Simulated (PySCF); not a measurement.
Compound: C₇H₁₁F.
SMILES: `C1C(CF)CC12CC2`

Jobs on this species (19 atoms, 62 electrons) with PySCF (density fitting). Hardware of each: one thread of an Arm Neoverse N1, on a shared host. Times come from a shared host and carry two figures at best. Peak memory is the resident size of the whole Python process, interpreter and libraries included.

| level and settings | work | basis functions | SCF cycles | wall time | peak memory |
| --- | --- | --- | --- | --- | --- |
| PBE0/cc-pVDZ, IEF-PCM benzene | spin–spin couplings from 19 perturbed nuclei, spin–dipole term for 1 of them | 167 | ? | ? | ? |
| LDA/pcSseg-1, IEF-PCM methanol | shieldings, ring-centre shieldings, charges and field gradients | 191 | ? | ? | ? |
| B97-D/cc-pVDZ, energy threshold 1e-11 Eh | 1 singlet by TDA, 5 Tamm–Dancoff triplets, polarisability | 167 | ? | ? | ? |
| mPW1PW91/STO-3G | shieldings, ring-centre shieldings, charges and field gradients | 51 | 11 | 9.1 s | 0.45 GiB |
| KT2/6-311G**, start guess vsap | shieldings, ring-centre shieldings | 210 | 15 | 83 s | 0.77 GiB |
| PBE0/def2-SVPD | 6 singlets by full TDDFT, 2 Tamm–Dancoff triplets, polarisability | 251 | 13 | 82 s | 1.0 GiB |
| WP04/ANO-RCC-VDZP, IEF-PCM methanol | spin–spin couplings from 19 perturbed nuclei, spin–dipole term for 1 of them | 167 | 13 | 75 s | 0.96 GiB |
| KT3/ANO-RCC-VDZP | spin–spin couplings from 19 perturbed nuclei, spin–dipole term for 1 of them | 167 | 14 | 2.9 min | 0.63 GiB |
| PBE0/pcSseg-1 | shieldings, ring-centre shieldings, charges and field gradients | 191 | 12 | 44 s | 0.85 GiB |

Q: Fill in the missing figures.

A: 
- PBE0/cc-pVDZ, IEF-PCM benzene; spin–spin couplings from 19 perturbed nuclei, spin–dipole term for 1 of them: 61 s, 0.93 GiB, 12 SCF cycles
- LDA/pcSseg-1, IEF-PCM methanol; shieldings, ring-centre shieldings, charges and field gradients: 26 s, 0.84 GiB, 12 SCF cycles
- B97-D/cc-pVDZ, energy threshold 1e-11 Eh; 1 singlet by TDA, 5 Tamm–Dancoff triplets, polarisability: 55 s, 0.58 GiB, 13 SCF cycles

Q: What do all jobs in the table cost together?

A: About 10 min; the longest takes about 29 % of that, and about 19 times as long as the shortest.

Note: B97-D ran without an empirical dispersion term, which enters the total energy and its gradient alone.
